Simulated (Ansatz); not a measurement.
`CN(C)[Si]F` + CH₄ → `C[Si]N(C)C` + H–F  (formal exchange of groups at the Si–F bond)

Gas-phase electronic energies from Ansatz, PBE0-D4/def2-TZVP geometries. CBS: MP2 limit from def2 TZ/QZ plus the TZ coupled-cluster correction, frozen cores. This one scheme is used for every species. DFT in def2-TZVPP. B3LYP here is the variant with VWN-RPA as its local correlation; programs differ in this. HSE06 is defined as in plane-wave codes. Each species was taken in one conformer, which may not be the lowest.

CCSD(T)/CBS gives +185.0 kJ/mol.

(1) Another level gave +196.1 kJ/mol. Which?
A. B3LYP-D4/def2-TZVPP
B. CAM-B3LYP/def2-TZVPP
C. CAM-B3LYP-D4/def2-TZVPP
D. HSE06-D4/def2-TZVPP

Largest T1 diagnostic among the species: 0.014.

Answers

(1) A. B3LYP-D4 196.1, HSE06-D4 182.1, CAM-B3LYP 207.0, CAM-B3LYP-D4 202.1 kJ/mol.

Leaving LDA and LC-ωPBE aside and taking each functional with its dispersion term where it has one, the values, not all of them listed here, spread over 26.4 kJ/mol, from revPBE-D4 to CAM-B3LYP-D4. LDA lies −5.9 kJ/mol from PBE without D4. The D4 term adds −8.6 kJ/mol with B3LYP and −4.8 kJ/mol with PBE0; it sums over pairs of atoms, weighted by their polarisabilities, and B3LYP, whose exchange is more repulsive, gets the larger term. At CCSD(T), def2-SVP lies +4.2 kJ/mol from the extrapolated value and def2-TZVPP +0.4 kJ/mol.
